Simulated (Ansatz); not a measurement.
System: NbO$_{2}$ (charge 0, doublet). The spin state was set by rule; other spins were not relaxed. 
Structure (B3LYP-D3(BJ)/def2-TZVP (Ansatz, a program for electronic structure) minimum search):
```
Nb
O 1 1.7132
O 1 1.7132 2 105.16
```
Charge 0, spin multiplicity 2.

Property: atomisation energy (electronic, to ground-state atoms), in kcal/mol. Cores are frozen in the correlated levels unless marked. UHF or UKS for open shells. Spin-orbit coupling is left out. The frozen core is the preceding noble-gas configuration, with the filled d and f shells of earlier blocks. In def2 rows, elements after Kr have scalar-relativistic effective core potentials. STO-3G rows are all-electron and non-relativistic. The coupled-cluster limit lacks core correlation, which all-electron functionals hold. CBS(X,Y): correlation extrapolated as X^-3; Hartree-Fock from the larger set. [CCSD(T)-MP2]/basis is that difference in the basis named. The program attaches cautions to a run behind HF/STO-3G: large difference.

```
level                                                              program  atomisation energy (kcal/mol)
----------------------------------------------------------  --------------  -----------------------------
HF/STO-3G                                                           Ansatz                          151.9
PBE-D3(BJ)/def2-TZVPD                                       Ansatz + dftd3                          359.2
BLYP/def2-TZVPD                                                     Ansatz                          355.2
revPBE-D3(BJ)/def2-TZVPD                                    Ansatz + dftd3                          344.2
PBE0/STO-3G                                                         Ansatz                          375.8
r2SCAN0/def2-TZVPD                                                  Ansatz                          296.4
LC-wPBE/def2-TZVPD                                                  Ansatz                          316.9
RPA@PBE/def2-QZVPP                                                  Ansatz                          305.0
MP2/def2-QZVPP                                                      Ansatz                          360.5
RI-MP2/def2-QZVPPD                                                  Ansatz                          360.7
SCS-MP2/def2-SVPD                                                   Ansatz                          334.7
CCSD(T)/def2-TZVPPD                                                 Ansatz                          322.7
RI-MP2/CBS(def2-TZVPP,def2-QZVPP)+[CCSD(T)-MP2]/def2-TZVPP          Ansatz                          334.0
RI-MP2/CBS(def2-TZVPP,def2-QZVPP)+[CCSD(T)-MP2]/def2-QZVPP          Ansatz                          332.7
CCSD(T)/CBS(def2-TZVPP,def2-QZVPP)                                  Ansatz                          331.8
```

The UHF reference is spin-contaminated (<S^2> 0.10 over the pure value in the largest basis).
